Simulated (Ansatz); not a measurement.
Si₄O⁺. Charge 1, multiplicity 2. Geometry PBE0-D4/def2-SVP, that of the neutral singlet; atoms count from 1.

| atom | x (Å) | y (Å) | z (Å) |
| --- | --- | --- | --- |
| O1 | -1.231 | 1.247 | -0.454 |
| Si2 | 0.394 | -1.539 | 0.385 |
| Si3 | 2.306 | -0.131 | 0.409 |
| Si4 | -1.832 | -0.345 | -0.245 |
| Si5 | 0.363 | 0.767 | -0.095 |

The structure comes from a short search, and lower isomers may exist.

**Question.** Estimate the Mulliken populations from the PBE0/def2-TZVP orbitals of Ansatz.

**Answer.** 
```csv
atom,charge (e),spin (α − β)
O1,-0.30,0.05
Si2,0.18,0.59
Si3,0.23,0.03
Si4,0.46,-0.01
Si5,0.42,0.34
```
Mulliken values and Mayer orders depend strongly on the basis.

**Question.** Where does the spin sit?

**Answer.** Summed by element: O 0.05, Si 0.95, of 1 unpaired in all. Largest on single atoms: Si2 0.59, Si5 0.34, O1 0.05.

**Question.** And the Mayer bond orders between bonded heavy atoms (over 0.3)?

**Answer.** O1–Si4 1.07 (1.71 Å); O1–Si5 1.12 (1.70 Å); Si2–Si3 1.17 (2.37 Å); Si2–Si4 0.65 (2.60 Å); Si2–Si5 1.06 (2.36 Å); Si3–Si5 1.20 (2.20 Å); Si4–Si5 0.40 (2.47 Å).
